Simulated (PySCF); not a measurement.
**Static response to an electric field**

Species: C4H11NSSi.
Atom-mapped SMILES: `[CH2:1]=[CH:2][CH2:3][CH2:4][Si@@H:5]([NH2:6])[SH:7]` (hydrogens: H8, H9 on C1; H10 on C2; H11, H12 on C3; H13, H14 on C4; H15 on Si5; H16, H17 on N6; H18 on S7)

Structure used (GFN2-xTB), in Å, numbered top down from 1:
```
atom  x, y, z in Å
C1    -2.4104    1.0905    0.3467
C2    -1.6737    0.3523   -0.4619
C3    -1.1985   -1.0288   -0.1505
C4     0.2791   -1.0340    0.2583
Si5    1.4266   -0.2901   -1.0581
N6     1.5016    1.4030   -0.7696
S7     3.4618   -0.9765   -0.8301
H8    -2.7469    0.7188    1.3007
H9    -2.7167    2.0912    0.0923
H10   -1.3510    0.7460   -1.4175
H11   -1.3265   -1.6613   -1.0320
H12   -1.7976   -1.4487    0.6608
H13    0.5717   -2.0631    0.4716
H14    0.3843   -0.4756    1.1905
H15    1.1025   -0.7690   -2.4030
H16    0.6516    1.9328   -0.6623
H17    2.2144    1.9555   -1.2194
H18    3.6190   -0.5367    0.4070
```

Level: B3LYP/def2-SVPD (PySCF), static field, nuclei fixed, core orbitals frozen in the response. The polarisability tensor in these axes (au):

```
x   124.39 -11.72  -8.78
y   -11.72 100.55   1.86
z    -8.78   1.86  91.06
```

Problem. Give the principal values, the mean and the anisotropy Δα = √{½[(α1 − α2)² + (α2 − α3)² + (α1 − α3)²]}.

Solution. Principal values 88.76, 96.10 and 131.14 au; mean 105.33 au = 15.61 Å³ = 17.37 × 10⁻⁴⁰ C²·m²/J; Δα = 39.22 au (37 % of the mean).

Problem. What is the dipole moment, and where does it point?

Solution. (-1.81, 1.19, 0.46) D, 2.21 D in size, pointing from the negative to the positive side. Measured along this direction, the outermost atoms are S7 at the negative end and H9 at the positive end.

Problem. Give the eigenvalues of the traceless quadrupole moment Θ = ½Σq(3rr − r²1), origin at the centre of nuclear charge.

Solution. -8.24, 1.20, 7.04 D·Å. The values depend on the origin, since the dipole doesn't vanish. The electronic extent ⟨r²⟩ about the same centre is 1562 bohr², a root-mean-square distance of 2.46 Å for the 72 electrons.

Problem. How large is μ²/3kT at 250 K beside α?

Solution. In Gaussian units μ²/3kT = 47.32 Å³ against 15.61 Å³, a ratio of 3.03; the Debye molar polarisation (4π/3)N_A(α + μ²/3kT) is 158.7 cm³/mol, leaving out the vibrational part.

Problem. Directions of the eigenvectors, and the extent of the frame along each?

Solution. Largest value along (0.91, -0.36, -0.22), where the nuclei span 6.91 Å; middle along (0.32, 0.92, -0.21), 4.82 Å; least along (0.28, 0.12, 0.95), 3.40 Å. The response follows the extents in order.

Isolated species at its GFN2-xTB geometry (one conformer only).

These values come from a run that also computed excited states. Time: 91 s of wall time; peak memory 1.0 GiB. Hardware: one thread, Arm Neoverse N1 (aarch64), shared host with 64 logical CPUs at a one-minute load of 60.
